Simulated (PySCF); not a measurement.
## Correlation energy of Pm (promethium, neutral)

Starting occupation: [Xe] 4f5 6s2, 4f5/2 with m_j = -3/2, -1/2, +1/2, +3/2, +5/2. Calculation: PySCF 2.14, in x2c-SVPall-2c (7s10p9d3f1g, 112 functions); X2C-1e with screened-nucleus spin-orbit coupling, Gaussian nucleus. Frozen: [Ar] 3d10; 33 electrons correlated; the 16 highest virtual spinors left out.

MP2 pair energies summed by pair of shells (mhartree):

```json
{"pair": "4d-4d", "energy": "-194.58", "share (%)": "22.8"}
{"pair": "5p-5p", "energy": "-116.46", "share (%)": "13.6"}
{"pair": "4d-5p", "energy": "-101.63", "share (%)": "11.9"}
{"pair": "4f-5p", "energy": "-75.79", "share (%)": "8.9"}
{"pair": "4d-4p", "energy": "-70.33", "share (%)": "8.2"}
{"pair": "4d-4f", "energy": "-67.96", "share (%)": "7.9"}
{"pair": "4f-4f", "energy": "-35.45", "share (%)": "4.1"}
{"pair": "5p-5s", "energy": "-29.05", "share (%)": "3.4"}
{"pair": "5p-6s", "energy": "-28.26", "share (%)": "3.3"}
{"pair": "4p-4p", "energy": "-22.82", "share (%)": "2.7"}
{"pair": "4f-4p", "energy": "-20.02", "share (%)": "2.3"}
{"pair": "4d-5s", "energy": "-19.27", "share (%)": "2.3"}
{"pair": "6s-6s", "energy": "-15.98", "share (%)": "1.9"}
{"pair": "4p-5p", "energy": "-10.35", "share (%)": "1.2"}
{"pair": "4d-4s", "energy": "-7.44", "share (%)": "0.9"}
{"pair": "4f-6s", "energy": "-6.72", "share (%)": "0.8"}
{"pair": "4f-5s", "energy": "-6.42", "share (%)": "0.8"}
{"pair": "4p-5s", "energy": "-5.39", "share (%)": "0.6"}
{"pair": "5s-5s", "energy": "-5.36", "share (%)": "0.6"}
{"pair": "4p-4s", "energy": "-4.66", "share (%)": "0.5"}
{"pair": "4d-6s", "energy": "-4.12", "share (%)": "0.5"}
{"pair": "4f-4s", "energy": "-1.79", "share (%)": "0.2"}
{"pair": "4s-4s", "energy": "-1.49", "share (%)": "0.2"}
{"pair": "5s-6s", "energy": "-1.46", "share (%)": "0.2"}
{"pair": "4s-5p", "energy": "-1.16", "share (%)": "0.1"}
{"pair": "4s-5s", "energy": "-0.52", "share (%)": "0.1"}
{"pair": "4p-6s", "energy": "-0.40", "share (%)": "0.0"}
{"pair": "4s-6s", "energy": "-0.04", "share (%)": "0.0"}
```

Total MP2 correlation energy: -854.93 mhartree.

The GHF reference relaxed away from the jj start to a determinant that is no pure jj level (⟨S²⟩ = 8.71, ⟨J²⟩ = 13.16); the energies belong to that determinant.

This basis was not built for core-valence correlation, so the inner-shell part is incomplete.
